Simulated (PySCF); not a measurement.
Computed shifts of a molecule C4H9NSi, PySCF with PBE/pcSseg-1, GIAO, gas phase, atoms alike by connectivity averaged where their shifts nearly agree, in ppm (number of nuclei): ¹³C: 226.0 (1), 85.7 (1), 70.9 (1), 1.1 (1). ²⁹Si: -11.5 (1). ¹⁵N: 25.6 (1). ¹H: 5.55 (1), 5.39 (1), 4.78 (2), 0.55 (3), 0.33 (2). References: ¹³C against TMS (σ = 182.0 ppm); ²⁹Si against TMS (σ = 335.4 ppm); ¹⁵N against NH3 (σ = 267.0 ppm); ¹H against TMS (σ = 31.49 ppm), references at their B3LYP-D3(BJ)/def2-TZVP geometries, non-relativistic. Geometry: r2SCAN-D4/def2-SVP. Other conformers were not sampled.

Q: Identify the compound among the candidates.
(A) C[C@H]1C=C[Si@H]1N
(B) C=C=C[Si@@H](C)N
(C) [SiH3]N[C@H]1C=CC1
(D) C#C[C@@](C)(N)[SiH3]

A: B, C=C=C[Si@@H](C)N
